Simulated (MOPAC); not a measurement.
MOPAC input (MNDO):

```
MNDO PRECISE GNORM=0.05 LET XYZ GEO-OK AUX(PRECISION=9) THREADS=1
Cl2Pb

Pb    0.00287726 1    0.00331022 1    0.46954697 1
Cl    1.23637282 1    1.42415907 1   -1.15015183 1
Cl   -1.25025137 1   -1.44012601 1   -1.11472177 1
```

From the last part of the output:

```
                                                       MOPAC v23.2.5 Linux

          FINAL HEAT OF FORMATION =        -77.00231 KCAL/MOL =    -322.17768 KJ/MOL

          COSMO AREA              =        117.31 SQUARE ANGSTROMS
          COSMO VOLUME            =        105.62 CUBIC ANGSTROMS

          GRADIENT NORM           =          0.00185          =       0.00107 PER ATOM
          IONIZATION POTENTIAL    =         11.899713 EV
          HOMO LUMO ENERGIES (EV) =        -11.900 -2.055
          NO. OF FILLED LEVELS    =          9
          MOLECULAR WEIGHT        =        278.1060         POINT GROUP:  C2v

          MOLECULAR DIMENSIONS (Angstroms)

            Atom       Atom       Distance
           Cl     3   Cl     2     3.66706
           Cl     2   Pb     1     1.51754
           Cl     3   Pb     1     0.00000

          SCF CALCULATIONS        =         10

   ATOM   CHEMICAL          X               Y               Z
  NUMBER   SYMBOL      (ANGSTROMS)     (ANGSTROMS)     (ANGSTROMS)

     1      Pb          0.00264254  *   0.00304018  *   0.43128693  *
     2      Cl          1.19529656  *   1.37684388  *  -1.10331591  *
     3      Cl         -1.20860767  *  -1.39215799  *  -1.06906363  *

                             CARTESIAN COORDINATES

   1   Pb        0.002642539     0.003040179     0.431286929
   2   Cl        1.195296564     1.376843880    -1.103315913
   3   Cl       -1.208607674    -1.392157993    -1.069063633

           Empirical Formula: Pb Cl2  =     3 atoms

      MOLECULAR POINT GROUP   :   C2v

                  EIGENVALUES
 -26.96788 -24.08353 -23.08686 -14.21505 -13.36613 -12.92291 -12.29798 -12.17967
 -11.89971  -2.05528  -0.76530  -0.61020

              NET ATOMIC CHARGES AND DIPOLE CONTRIBUTIONS

  ATOM NO.   TYPE          CHARGE      No. of ELECS.   s-Pop       p-Pop
    1         Pb           0.838862        3.1611     1.96789     1.19325
    2         Cl          -0.419431        7.4194     1.98448     5.43495
    3         Cl          -0.419431        7.4194     1.98448     5.43495
 DIPOLE           X         Y         Z       TOTAL
 POINT-CHG.     0.037     0.043     6.114     6.115
 HYBRID        -0.009    -0.010    -1.452     1.452
 SUM            0.029     0.033     4.663     4.663

          ATOMIC ORBITAL ELECTRON POPULATIONS

     Atom    s        px        py        pz
    1 Pb   1.96789   0.30558   0.35275   0.53492
    2 Cl   1.98448   1.82818   1.79837   1.80840
    3 Cl   1.98448   1.82497   1.79412   1.81586

 **********************
 *                    *
 * JOB ENDED NORMALLY *
 *                    *
 **********************

 == MOPAC DONE ==
```

The geometry given is a B3LYP-D3(BJ)/def2-TZVP minimum.
